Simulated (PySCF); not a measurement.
# A single-point calculation

[Nd(NH3)8]3+ (singlet in the valence; each metal's 4f electrons, 3 of them, lie in its core potential, out of spins and levels). PySCF 2.14.0, RKS PBE, Nd lcecp-1-SVP with ECP49, N def2-SVP, H def2-SVP; non-relativistic Hamiltonian with scalar-relativistic core potentials where named; density fitting; no spin-orbit coupling. Purpose: all atoms moved at random, sigma 0.15 A.

```python
mol = gto.M(atom='''
Nd     0.20319    -0.17736    -0.04453
N      2.05064    -0.00614     1.92942
H      1.99445     0.17723     2.70267
H      2.89590    -0.49633     1.29969
H      3.17074     0.89654     1.54723
N     -0.13105     1.90572     1.46872
H     -0.12573     2.29954     2.56697
H      0.77164     2.90776     1.56954
H     -0.91028     2.90469     1.45489
N     -2.12827    -0.16149     1.30221
H     -2.21697    -0.09048     2.54209
H     -2.85566     0.57302     1.14821
H     -2.76447    -0.69492     1.41019
N      0.13419    -2.22901     1.37469
H     -0.11690    -2.07173     2.20045
H     -0.69347    -3.22202     1.33016
H      1.07404    -2.81795     1.35466
N      1.41526     1.75057    -1.40804
H      2.77289     1.52146    -1.42868
H      1.57406     1.53183    -2.55695
H      1.27246     2.64120    -1.50999
N     -1.89261     1.85484    -1.34103
H     -1.53074     2.59373    -1.16865
H     -1.41314     1.27602    -2.45125
H     -2.56284     1.28372    -1.26310
N     -1.68268    -1.57012    -1.66879
H     -2.52872    -1.32202    -1.44402
H     -1.54391    -1.40405    -2.56928
H     -1.41438    -2.76223    -1.41276
N      1.53607    -1.38440    -1.62139
H      1.55795    -2.91266    -1.32032
H      1.37127    -1.38033    -2.44556
H      2.71707    -1.41463    -1.54745''',
    basis={'Nd': 'lcecp-1-SVP', 'N': 'def2-SVP', 'H': 'def2-SVP'},
    ecp={'Nd': 'lcecp-1-SVP'},
    charge=3, spin=0)
mf = dft.RKS(mol, xc='PBE')
mf.grids.atom_grid = (50, 194)  # f atoms: unpruned, at least (60, 302)
mf = mf.density_fit()  # fitting sets: Nd AutoAux, N def2-universal-JKFIT, H def2-universal-JKFIT
mf.conv_tol = 1e-08; mf.max_cycle = 55
mf.kernel(dm0)  # dm0: converged density of the relaxed state
mf.nuc_grad_method().kernel()
```

Run from Python with OMP_NUM_THREADS=8; the lines above give its settings. Where DIIS fails, smearing, a level shift and second-order steps follow.
It took 25 s on 8 threads of AMD EPYC 7R43 64-Core Processor (Zen 3), with other jobs on the host, from an already converged density.

Q: Where do the frontier levels lie, over both spins?

A: HOMO -16.15 eV, LUMO -13.92 eV. The 4f levels lie in the core potential and are missing.

Q: What are the Mulliken charges and spins?

A: 
```csv
atom,charge (e),spin (e)
Nd1,0.537,0.000
N2,-0.229,0.000
H3,0.095,0.000
H4,0.236,0.000
H5,0.217,0.000
N6,-0.306,0.000
H7,0.185,0.000
H8,0.180,0.000
H9,0.189,0.000
N10,-0.129,0.000
H11,0.191,0.000
H12,0.149,0.000
H13,0.056,0.000
N14,-0.265,0.000
H15,0.124,0.000
H16,0.244,0.000
H17,0.223,0.000
N18,-0.273,0.000
H19,0.222,0.000
H20,0.203,0.000
H21,0.148,0.000
N22,-0.110,0.000
H23,0.112,0.000
H24,0.196,0.000
H25,0.124,0.000
N26,-0.217,0.000
H27,0.143,0.000
H28,0.148,0.000
H29,0.250,0.000
N30,-0.306,0.000
H31,0.280,0.000
H32,0.130,0.000
H33,0.251,0.000
```
The spin of the 4f electrons in the core isn't counted.

Q: What forces act on the atoms (eV/Å)?

A: 
```
Nd   -2.29   2.06   1.05
N     6.58  -2.66 -27.35
H    -0.21   3.97  21.81
H    -2.34  -0.24   3.65
H    -3.73  -1.40   1.50
N     0.56  10.20   4.34
H    -0.12  -2.78  -1.75
H    -2.06  -3.46  -1.39
H     1.69  -3.57  -1.14
N     8.91  10.25   3.47
H     1.33   0.49  -3.70
H     1.00   1.17  -0.38
H   -11.23 -12.11   0.57
N     1.43  -7.69 -10.23
H    -2.07   2.35  10.54
H     2.84   3.37  -0.53
H    -2.04   1.31   0.67
N     6.68 -10.21  -3.70
H    -4.55   1.60   0.74
H    -1.24   0.37   3.00
H    -0.67   8.07  -0.15
N     4.68 -11.99  -8.79
H     5.11  13.06   3.00
H    -1.64   3.01   3.96
H    -7.91  -4.38   1.72
N     8.13  -6.20   5.45
H    -7.03   1.22   1.97
H     0.83   0.50  -6.01
H    -1.66   4.54  -1.28
N     7.78  -5.51  15.90
H    -0.35   4.55  -1.19
H    -2.86  -0.30 -15.23
H    -3.58   0.41  -0.50
```
Forces carry noise of the integration grid, about 0.01 to 0.03 eV/Å.

Q: How does its energy compare with the relaxed singlet of charge +3 in vacuum?

A: It lies 24.045 eV higher.

An lcecp potential fixes the number of 4f electrons, so in runs with it no electron can move into or out of that shell.
